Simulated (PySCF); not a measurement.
Calculation: PySCF 2.14.0 with B3LYP-D3(BJ)/def2-TZVP. Gas-phase values, no solvent. B3LYP has the VWN-RPA correlation part, as in Gaussian. 

Reference species (SMILES): `[F][GaH][F]` (neutral, multiplicity 1).

```
Property        Value
-------------  ------
dipole moment  2.59 D
```

Changed species: `[GaH3]` (whole molecule; the reference has whole molecule).

Question: What does the change do to the dipole moment?

Answer: the dipole moment drops by 2.59 D, to 0.00 D.
